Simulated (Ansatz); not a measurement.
CuAsNH₅⁻, that is Cu(AsH3)(NH2) with one electron more. Charge -1, multiplicity 2. Geometry PBE0-D4/def2-SVP, that of the neutral singlet; atoms count from 1.

```xyz
8

Cu    0.605   -0.116   -0.147
As   -1.595    0.354    0.175
H    -2.083    1.784    0.099
H    -2.270    0.010    1.484
H    -2.652   -0.245   -0.727
N     2.356   -0.449   -0.530
H     2.628   -1.424   -0.396
H     3.012    0.086    0.041
```

The highest occupied level of the charge -1 doublet lies above zero (up to 1.77 eV). By energy differences it is unbound by 0.52 eV (vertical, to the charge 0 singlet, at PBE0-D4/def2-TZVPD) and held by the finite basis.

**Question.** Estimate the Mulliken populations from the PBE0/def2-TZVPD orbitals of Ansatz.

**Answer.** 
| atom | charge (e) | spin (α − β) | d electrons |
| --- | --- | --- | --- |
| Cu1 | -1.03 | 0.60 | 9.66 |
| As2 | -1.05 | 0.85 | – |
| H3 | 0.41 | -0.14 | – |
| H4 | 0.43 | -0.17 | – |
| H5 | 0.41 | -0.13 | – |
| N6 | -0.50 | 0.10 | – |
| H7 | 0.16 | -0.06 | – |
| H8 | 0.16 | -0.06 | – |
Mulliken values and Mayer orders depend strongly on the basis. With diffuse functions, as here, like atoms can get unlike values, and bond orders can come out too low or too high.

**Question.** Where does the spin sit?

**Answer.** Summed by element: Cu 0.60, As 0.85, H -0.56, N 0.10, of 1 unpaired in all. Largest on single atoms: As2 0.85, Cu1 0.60, H4 -0.17.

**Question.** And the Mayer bond orders between bonded heavy atoms (over 0.3)?

**Answer.** Cu1–As2 1.59 (2.27 Å); Cu1–N6 0.86 (1.82 Å).
